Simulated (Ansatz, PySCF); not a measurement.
C2H10O2Si2, SMILES CO[Si@@H](O)C[SiH3]. Atoms are numbered in the order given.

```xyz
16

C      2.2259    -0.4133     1.4865
O      0.9504    -0.0128     1.0390
Si     0.6256     0.6415    -0.4587
O      1.0682    -0.3981    -1.6852
C     -1.2146     0.9471    -0.4323
Si    -2.2031    -0.5369     0.1941
H      2.9263     0.4409     1.5455
H      2.6725    -1.1747     0.8216
H      2.1289    -0.8464     2.4942
H      1.4507     1.8533    -0.6956
H      0.5891    -1.2348    -1.7315
H     -1.4387     1.8171     0.2088
H     -1.5466     1.2020    -1.4534
H     -2.1074    -0.6720     1.6725
H     -3.6426    -0.4173    -0.1854
H     -1.6742    -1.7880    -0.4355
```

Geometry optimised at B3LYP-D3(BJ)/def2-SVP. The structure was generated by enumeration; whether it is a known compound was not checked. Other conformers were not sampled.

Two levels are set side by side: PBE-D3(BJ)/def2-SVP (Ansatz, an electronic-structure program) and B3LYP-D3(BJ)/def2-SVP (Ansatz). Each level has its own optimised geometry; the coordinates shown are those of the second. Frequencies come from the Hessian of PySCF at each geometry. Differences are taken from unrounded values.

```json
[
 {"quantity": "mean bond length (Å)", "B3LYP-D3(BJ)": "1.397"},
 {"quantity": "bond C1–O2 (Å)", "B3LYP-D3(BJ)": "1.410"},
 {"quantity": "bond O2–Si3 (Å)", "B3LYP-D3(BJ)": "1.666"},
 {"quantity": "bond Si3–O4 (Å)", "B3LYP-D3(BJ)": "1.668"},
 {"quantity": "bond Si3–C5 (Å)", "B3LYP-D3(BJ)": "1.866"},
 {"quantity": "bond C5–Si6 (Å)", "B3LYP-D3(BJ)": "1.890"},
 {"quantity": "bond C1–H7 (Å)", "B3LYP-D3(BJ)": "1.106"},
 {"quantity": "bond C1–H8 (Å)", "B3LYP-D3(BJ)": "1.105"},
 {"quantity": "bond C1–H9 (Å)", "B3LYP-D3(BJ)": "1.101"},
 {"quantity": "bond Si3–H10 (Å)", "B3LYP-D3(BJ)": "1.485"},
 {"quantity": "bond O4–H11 (Å)", "B3LYP-D3(BJ)": "0.965"},
 {"quantity": "bond C5–H12 (Å)", "B3LYP-D3(BJ)": "1.104"},
 {"quantity": "bond C5–H13 (Å)", "B3LYP-D3(BJ)": "1.104"},
 {"quantity": "bond Si6–H14 (Å)", "B3LYP-D3(BJ)": "1.488"},
 {"quantity": "bond Si6–H15 (Å)", "B3LYP-D3(BJ)": "1.494"},
 {"quantity": "bond Si6–H16 (Å)", "B3LYP-D3(BJ)": "1.497"},
 {"quantity": "highest harmonic wavenumber (cm⁻¹)", "B3LYP-D3(BJ)": "3858"},
 {"quantity": "mean harmonic wavenumber (cm⁻¹)", "B3LYP-D3(BJ)": "1232"},
 {"quantity": "zero-point energy (kcal/mol)", "B3LYP-D3(BJ)": "73.94"}
]
```

### Question
What does PBE-D3(BJ) give, and how far is it from B3LYP-D3(BJ)? (Estimate from the structure and the level; the computed values follow.)

### Answer

| quantity | PBE-D3(BJ) | PBE-D3(BJ) minus B3LYP-D3(BJ) |
|---|---|---|
| mean bond length (Å) | 1.406 | 0.010 |
| bond C1–O2 (Å) | 1.415 | 0.005 |
| bond O2–Si3 (Å) | 1.681 | 0.014 |
| bond Si3–O4 (Å) | 1.680 | 0.013 |
| bond Si3–C5 (Å) | 1.873 | 0.007 |
| bond C5–Si6 (Å) | 1.896 | 0.006 |
| bond C1–H7 (Å) | 1.115 | 0.009 |
| bond C1–H8 (Å) | 1.114 | 0.008 |
| bond C1–H9 (Å) | 1.109 | 0.008 |
| bond Si3–H10 (Å) | 1.499 | 0.014 |
| bond O4–H11 (Å) | 0.974 | 0.009 |
| bond C5–H12 (Å) | 1.111 | 0.007 |
| bond C5–H13 (Å) | 1.111 | 0.007 |
| bond Si6–H14 (Å) | 1.500 | 0.013 |
| bond Si6–H15 (Å) | 1.507 | 0.013 |
| bond Si6–H16 (Å) | 1.510 | 0.013 |
| highest harmonic wavenumber (cm⁻¹) | 3742 | -116 |
| mean harmonic wavenumber (cm⁻¹) | 1196 | -35 |
| zero-point energy (kcal/mol) | 71.82 | -2.12 |

Exact exchange shortens and stiffens bonds; PBE has none. Differences between two approximate levels are no errors against the true value.
